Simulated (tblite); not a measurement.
C7H7BF2.
Numbering: `[CH3:1][C:2]#[C:3][B:4]([F:5])[C:6]1=[CH:7][CH2:8][C@@H:9]1[F:10]` (hydrogens: H11, H12, H13 on C1; H14 on C7; H15, H16 on C8; H17 on C9)

Computed with GFN2-xTB (tblite), gas phase: L-BFGS steps from a force-field or distance-geometry start until the largest atomic force falls under 0.01 eV/Å.

At the end of the run (lengths in Å): B4–F5 1.331, C8–C9 1.548, C6–C9 1.519, C1–C2 1.441, C8–H15 1.090, C6=C7 1.347, C3–B4 1.508, C2–C3–B4 178.2°, C6–C9–F10 116.3°, C3–B4–F5 120.0°, C8–C9–F10 114.9°, C3–B4–C6–C7 -179°, B4–C6–C7–C8 -177°, C6–C7–C8–C9 -3°, H15–C8–C9–F10 -122°, H15–C8–C7–C6 -120°.

**Question.** These geometries were met on the way; a selection of coordinates is given. Order them by energy above the end point, lowest first.
A. B4–F5 1.335, C8–C9 1.547, C6–C9 1.523, C1–C2 1.442, C8–H15 1.090, C6=C7 1.344, C3–B4 1.507, C2–C3–B4 171.6°, C6–C9–F10 116.6°, C3–B4–F5 119.8°, C8–C9–F10 114.8°, C3–B4–C6–C7 120°, B4–C6–C7–C8 -173°, C6–C7–C8–C9 -3°, H15–C8–C9–F10 -122°, H15–C8–C7–C6 -119°
B. B4–F5 1.334, C8–C9 1.566, C6–C9 1.538, C1–C2 1.472, C8–H15 1.069, C6=C7 1.347, C3–B4 1.552, C2–C3–B4 177.3°, C6–C9–F10 110.4°, C3–B4–F5 125.0°, C8–C9–F10 110.9°, C3–B4–C6–C7 98°, B4–C6–C7–C8 178°, C6–C7–C8–C9 2°, H15–C8–C9–F10 -140°, H15–C8–C7–C6 -111°
C. B4–F5 1.327, C8–C9 1.543, C6–C9 1.522, C1–C2 1.448, C8–H15 1.091, C6=C7 1.341, C3–B4 1.513, C2–C3–B4 176.7°, C6–C9–F10 112.6°, C3–B4–F5 123.7°, C8–C9–F10 112.7°, C3–B4–C6–C7 95°, B4–C6–C7–C8 180°, C6–C7–C8–C9 2°, H15–C8–C9–F10 -135°, H15–C8–C7–C6 -112°
D. B4–F5 1.444, C8–C9 1.480, C6–C9 1.455, C1–C2 1.493, C8–H15 1.140, C6=C7 1.297, C3–B4 1.542, C2–C3–B4 178.5°, C6–C9–F10 110.4°, C3–B4–F5 123.2°, C8–C9–F10 110.3°, C3–B4–C6–C7 101°, B4–C6–C7–C8 180°, C6–C7–C8–C9 0°, H15–C8–C9–F10 -139°, H15–C8–C7–C6 -114°
E. B4–F5 1.331, C8–C9 1.553, C6–C9 1.524, C1–C2 1.442, C8–H15 1.091, C6=C7 1.344, C3–B4 1.505, C2–C3–B4 172.0°, C6–C9–F10 118.3°, C3–B4–F5 120.7°, C8–C9–F10 116.3°, C3–B4–C6–C7 143°, B4–C6–C7–C8 -172°, C6–C7–C8–C9 -4°, H15–C8–C9–F10 -118°, H15–C8–C7–C6 -123°

**Answer.** E (0.072 eV), A (0.123 eV), C (0.201 eV), B (0.384 eV), D (0.937 eV).

```tsv
step	E above end (eV)	rms distance from the end, all atoms (Å)	largest force (eV/Å)	rms shift of all bonds from the end (Å)
79	0.072	0.554	0.369	0.003
63	0.123	0.813	0.205	0.003
5	0.201	0.979	0.419	0.005
2	0.384	0.980	2.646	0.018
0	0.937	0.982	4.162	0.046
```

Rows stand in the order of the answer.
